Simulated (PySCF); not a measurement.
## Mg: excitation energy

Mg [Ne] 3s2 (1S) → Mg [Ne] 3s1 3p1 (3P), as a difference of total energies. Calculation: PySCF 2.14, in aug-cc-pVTZ with one added diffuse shell each of s, p, d, f type (7s6p4d3f, 66 functions); no relativity, point nucleus. Correlated levels: valence: [Ne] frozen. The calculations carry no spin-orbit coupling.

```json
{"method": "UHF", "excitation energy (eV)": "1.792"}
{"method": "LDA", "excitation energy (eV)": "2.756"}
{"method": "PBE", "excitation energy (eV)": "2.611"}
{"method": "PBE0", "excitation energy (eV)": "2.520"}
{"method": "r2SCAN", "excitation energy (eV)": "2.368"}
{"method": "MN15", "excitation energy (eV)": "3.165"}
{"method": "B2PLYP", "excitation energy (eV)": "2.714"}
{"method": "CAM-B3LYP", "excitation energy (eV)": "2.787"}
{"method": "B97-3", "excitation energy (eV)": "2.785"}
{"method": "MP2 (valence)", "excitation energy (eV)": "2.374"}
{"method": "SCS-MP2 (valence)", "excitation energy (eV)": "2.545"}
```

Errors of the correlated levels include the incompleteness of this basis and the frozen core.

Q: Which method comes closest to the reference value, and which is furthest?

A: The reference is 2.714 eV (measured; NIST levels, between the centres of gravity of the two terms). Closest: B2PLYP (error 0.000 eV); furthest: UHF (error -0.922 eV).
